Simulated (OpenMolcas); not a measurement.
**W5+: moving or changing the point charges**

W5+ among 6 point charges of -1.7 e arranged as an octahedron (Oh), 1.94 Å from the ion.

```yaml
Program: OpenMolcas
Method: CASSCF
Basis: ANO-RCC-VDZP [7s6p4d2f1g]
Scalar_Hamiltonian: DKH2, point nucleus
Active_space: 1 electron in 5 orbitals (5d)
State_averaging: 2S+1 = 2 even, 5 roots
Spin-orbit_coupling: state interaction with AMFI integrals over the reference wave functions
```

Runs around this geometry, states (labels of O, the rotations of Oh). Energies in cm-1 above the lowest state or level, χT in cm3 K/mol; under a threefold ground state the first gap can be a small split of the lowest multiplet, not the spin-orbit step; 10Dq is the gap between the two states.

```csv
R (Å),q (e),Ground state,First state of that spin,10Dq,First gap with spin-orbit (degeneracies),χT at 300 K
1.94,-1.1,2T2,2E 8472,8472,"7793 (4, 2)",0.198
1.84,-1.7,2T2,2E 16938,16938,"6633 (4, 2)",0.109
1.94,-1.7,2T2,2E 13183,13183,"7084 (4, 2)",0.140
```

Taking |10Dq| as R^-n, n = -ln(13183 / 16938) / ln(1.94 / 1.84) = 4.7 between the shortest and longest distance. The point-charge formula for a cubic d site gives n = 5.

Scaling the charges by -1.1 / -1.7 = 0.65 scales |10Dq| by 8472 / 13183 = 0.64; with fixed orbitals a first-order splitting would follow the charge.

An orbital triplet at a regular site is open to Jahn-Teller coupling, which can distort the site and quench the lowest spin-orbit gaps and is left out. This field is weak: 10Dq is about 8472 cm-1, while octahedral complexes of 5d ions of charge 3 and more, computed by the same method with explicit ligands, had a median near 35000 cm-1. Ground spin and moment need not be those of a real site (figures for R = 1.94, q = -1.1; the like holds for R = 1.84, q = -1.7, R = 1.94, q = -1.7). This is an electrostatic model: the charges have no orbitals. No measured value stands beside these numbers.
